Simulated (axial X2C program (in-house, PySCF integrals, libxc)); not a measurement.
# Low determinants of As₂⁻ at the PBE0 level, spin-free

All values were computed with an axial X2C code built on PySCF integrals. Spin-free means the one-electron spin-free X2C Hamiltonian. Basis: As dyall-acv3z [10s10p7d5f1g] (cores contracted in-house); Gaussian nuclei, density fitting, unrestricted open shells. Masses: As 74.922 u.

Search at 2.184 Å (vertical energies from the lowest determinant):

```json
{"ΔE (eV)": "0.00", "state": "M_S = 1/2, Λ = 1", "electrons beyond evenly filled partner blocks": "π+α", "electrons in σ, π, δ, φ": "30 29 8 0"}
{"ΔE (eV)": "1.44", "state": "M_S = 1/2, Λ = 0", "electrons beyond evenly filled partner blocks": "σα", "electrons in σ, π, δ, φ": "31 28 8 0"}
{"ΔE (eV)": "1.65", "state": "M_S = 3/2, Λ = 1", "electrons beyond evenly filled partner blocks": "2 × π+α, π+β, 2 × π-α", "electrons in σ, π, δ, φ": "30 29 8 0"}
{"ΔE (eV)": "2.37", "state": "M_S = 3/2, Λ = 0", "electrons beyond evenly filled partner blocks": "σα, π+α, π-α", "electrons in σ, π, δ, φ": "29 30 8 0"}
{"ΔE (eV)": "2.51", "state": "M_S = 1/2, Λ = 1", "electrons beyond evenly filled partner blocks": "π+α, 2 × π+β, 2 × π-α", "electrons in σ, π, δ, φ": "30 29 8 0"}
{"ΔE (eV)": "2.51", "state": "M_S = 1/2, Λ = 3", "electrons beyond evenly filled partner blocks": "2 × π+α, 2 × π+β, π-α", "electrons in σ, π, δ, φ": "30 29 8 0"}
{"ΔE (eV)": "3.56", "state": "M_S = 3/2, Λ = 0", "electrons beyond evenly filled partner blocks": "σα, π+α, π+β, 2 × π-α", "electrons in σ, π, δ, φ": "31 28 8 0"}
```

Lowest determinant, M_S = 1/2, Λ = 1 (beyond evenly filled blocks: π+α): Re = 2.177 Å, ωe = 387.7 cm⁻¹.

The determinant in row 2 of the search, M_S = 1/2, Λ = 0 (beyond evenly filled blocks: σα), was followed along the bond at PBE0; measured from the minimum of the lowest determinant it gives:

Te = 1.347 eV (10867 cm⁻¹), Re = 2.094 Å, ωe = 443.1 cm⁻¹.

(1) Compare the bond of the determinant in row 2 with that of the lowest one.

The search compares states at one distance, so a state with another bond length can lie lower; it is not exhaustive and yields mostly the lowest determinant of each block pattern, so other components and higher states of one pattern are missing. These are energies of single determinants, not of spin-adapted states; PBE0 term energies can be off by some tenths of an eV, and the functional has no current term. For an anion, determinants above electron detachment are held by the basis set. The highest occupied level of some functionals is positive through self-interaction error; at Hartree–Fock it is bound. Row 1 has a positive highest level at its minimum. Row 2 has a positive highest level at its minimum.

## Answers

(1) At PBE0 its Re is 0.083 Å shorter and its force constant, which goes as ωe², is 1.31 times that of the lowest determinant. T0 ≈ Te + Δωe/2 = 10867 + (28) = 10895 cm⁻¹.
